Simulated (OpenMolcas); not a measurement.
Er2+ among 6 point charges of -1 e arranged as a tetragonal octahedron (D4h). The axial distance is 1.06 times the equatorial one, R.

```json
{
  "Program": "OpenMolcas 26.06",
  "Method": "SS-CASPT2, IPEA 0.25 Eh, imaginary shift 0.1 Eh (closed shells correlated: 5s 5p)",
  "Basis": "ANO-RCC-VTZP [8s7p5d3f2g1h]",
  "Scalar Hamiltonian": "DKH2, point nucleus",
  "Active space": "12 electrons in 7 orbitals (4f)",
  "State averaging": "2S+1 = 3 even, 21 roots; 2S+1 = 1 even, 27 roots kept (CI in the orbitals of an earlier block)",
  "Spin-orbit coupling": "state interaction with AMFI integrals over the reference wave functions"
}
```

All point charges move together. At R = 2.55 Å the width of the lowest J multiplet is 416 cm-1, and at R = 2.72 Å it is 354 cm-1.

A third run gives 294 cm-1. What distance was it run at?

With a power law R^-n the two known points give n = -ln(354 / 416) / ln(2.72 / 2.55) = 2.50. Then R = 2.55 × (416 / 294)^(1/2.50) = 2.930 Å. The run was at 3.03 Å, so the estimate is off by -0.100 Å.

Roots that are degenerate in the reference are averaged as groups; the widest CASPT2 spread within a group is 180 cm-1 (the 3-fold group of multiplicity 3 near 5550 cm-1 above the lowest state of its run, R = 2.72). Shifts and gaps below about the spread of the groups concerned are not significant. This is an electrostatic model: the charges have no orbitals. A group larger than the point group allows holds several states that coincide in this model. No measured value stands beside these numbers.
